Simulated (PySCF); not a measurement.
## Cr⁺: ionisation energy

Cr⁺ [Ar] 3d5 (6S) → Cr²⁺ [Ar] 3d4 (5D), as a difference of total energies. Computed with PySCF 2.14 in aug-cc-pwCVTZ-DK, with the spin-free X2C one-electron Hamiltonian (Gaussian nucleus). Correlated levels: valence: [Ar] frozen. The calculations carry no spin-orbit coupling.

| method | ionisation energy (eV) |
| --- | --- |
| UHF | 14.997 |
| MP2 (valence) | 16.010 |
| SCS-MP2 (valence) | 15.334 |
| CCSD (valence) | 16.017 |
| CCSD(T) (valence) | 16.056 |

Task: How much does correlation contribute at CCSD(T) (valence)?

Result: 16.056 − (14.997) = 1.059 eV, measured against UHF.

A first-order spin-orbit estimate (lowest level to lowest level, LS coupling) adds -0.053 eV.

Errors of the correlated levels include the incompleteness of this basis and the frozen core.

For comparison: 16.486 eV (measured; NIST Atomic Spectra Database, ionization energies).
